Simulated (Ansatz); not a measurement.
Gas-phase electronic energies from Ansatz, PBE0-D4/def2-TZVP geometries. CCSD(T)/CBS adds triple-zeta CCSD(T) − MP2 to the extrapolated MP2 energy (def2 sets, frozen cores). This one scheme is used for every species, atoms too. For atomizations the MP2-based limit and the directly extrapolated one differ by several kJ/mol either way, and by 10 to 25 for some Ge, Se and Sn compounds, so smaller differences from it don't rank the levels. DFT in def2-TZVPP. No spin–orbit coupling; open shells (•) take unrestricted orbitals. Spin–orbit coupling would lower the free atoms: a little for C, F, Si. Each species was taken in one conformer, which may not be the lowest.

Consider the atomization: `CC[Si](F)(CC)CC` → 6 C• + F• + 15 H• + Si•.

```csv
species,B2PLYP energy (Eh)
`CC[Si](F)(CC)CC`,-626.84513
C•,-37.82703
F•,-99.71857
H•,-0.49861
Si•,-289.25332
```

Work out ΔE.

ΔE = 15 × (-0.49861) + 6 × (-37.82703) + (-99.71857) + (-289.25332) − (-626.84513) = 3.43191 Eh = +9010.5 kJ/mol. CCSD(T)/CBS gives +9107.9 kJ/mol.

Largest T1 diagnostic among the species: 0.012.

From PBE to PBE0 (25 % exact exchange), in def2-TZVPP and without D4, ΔE moves by −78.9 kJ/mol: exact exchange takes away binding that semilocal exchange gives to molecules. At CCSD(T), def2-SVP lies −399.1 kJ/mol from the extrapolated value and def2-TZVPP −193.9 kJ/mol: correlation converges slowly with the basis, and small sets miss more of it in the bonded molecule than in its fragments. The D4 term adds +85.1 kJ/mol with B3LYP and +46.4 kJ/mol with PBE0; it sums over pairs of atoms, weighted by their polarisabilities, and B3LYP, whose exchange is more repulsive, gets the larger term.

B3LYP here is the variant with VWN-RPA as its local correlation; programs differ in this.
